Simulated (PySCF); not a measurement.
Technetium: a sound run and one with changed settings

Sound run: Tc²⁺ [Kr] 4d5, Tc³⁺ [Kr] 4d4. Computed with PySCF 2.14 in x2c-SVPall (6s5p5d1f, 53 functions), with the spin-free X2C one-electron Hamiltonian (Gaussian nucleus). In the sound run the correlated levels freeze [Kr]. The sound run starts from symmetry-adapted Hartree-Fock orbitals and uses a fine grid where one is needed.

A second run was set up differently.

```json
{"species": "Tc²⁺", "method": "MP2", "sound run (hartree)": "-4281.96730", "changed run (hartree)": "-4282.20625", "converged": "yes"}
{"species": "Tc³⁺", "method": "MP2", "sound run (hartree)": "-4280.88925", "changed run (hartree)": "-4281.12092", "converged": "yes"}
```

Ionisation energy of Tc²⁺:

| method | sound run (eV) | changed run (eV) |
| --- | --- | --- |
| UHF | 28.810 | 28.810 |
| MP2 | 29.335 | 29.533 |
| SCS-MP2 | 28.985 | 29.236 |

Q: What was changed?
A. all electrons correlated in a valence basis
B. too few SCF iterations
C. a valence shell is frozen
D. minimal basis

A: A. A valence basis has no tight correlating functions, so it recovers only part of the core correlation, and not evenly between atom and ion.
